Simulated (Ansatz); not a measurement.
`BC1BNC1` + H₂ → `B1CCN1` + BH₃ at 400 K and 1 bar (hydrogenolysis of a C–B bond).

Isolated molecules relaxed with PBE0-D4/def2-TZVP in Ansatz; ΔE leaves out vibrations. CBS: MP2 limit from def2 TZ/QZ plus the TZ coupled-cluster correction, frozen cores. This one scheme is used for every species.

| species | CCSD(T)/CBS energy (Eh) | H − E (kJ/mol) | S (J/(mol·K)) |
| --- | --- | --- | --- |
| `BC1BNC1` | -184.60053 | 278.1 | 334.7 |
| H₂ | -1.17544 | 38.0 | 139.0 |
| `B1CCN1` | -159.21673 | 242.7 | 295.7 |
| BH₃ | -26.55200 | 82.6 | 199.4 |

H − E and S are ideal-gas, rigid-rotor, harmonic terms from PBE0-D4/def2-TZVP, for one conformer and one mirror image of each species. The MP2-based limit puts H₂ 0.8 mEh under its directly extrapolated value; such offsets cancel only in part. 1 Eh = 2625.50 kJ/mol, R = 8.31446 J/(mol·K).

By hand: ΔE, ΔH, ΔS and ΔG.

ΔE = (-159.21673) + (-26.55200) − (-184.60053) − (-1.17544) = 0.00724 Eh = 19.0 kJ/mol. Δ(H − E) = 242.7 + 82.6 − 278.1 − 38.0 = 9.2, so ΔH = 28.2 kJ/mol. ΔS = 295.7 + 199.4 − 334.7 − 139.0 = 21.4 J/(mol·K). ΔG = 28.2 − 400 × (21.4)/1000 = 19.6 kJ/mol.

By hand: the equilibrium constant, and the temperature at which ΔG would vanish if ΔH and ΔS stayed fixed.

log₁₀ K = −ΔG/(RT ln 10) = -2.6. ΔG = 0 at ΔH/ΔS = 1318 K.

ΔH outweighs TΔS. A doubt of 5 kJ/mol in ΔE shifts log₁₀ K by 0.7 here. Other conformers and mirror images would add mixing entropy, several J/(mol·K) or more a flexible species. These are equilibria of isolated gas molecules and say nothing of rates. Largest T1 diagnostic: 0.014 (customary marks: 0.02 for closed shells, 0.045 for open ones).
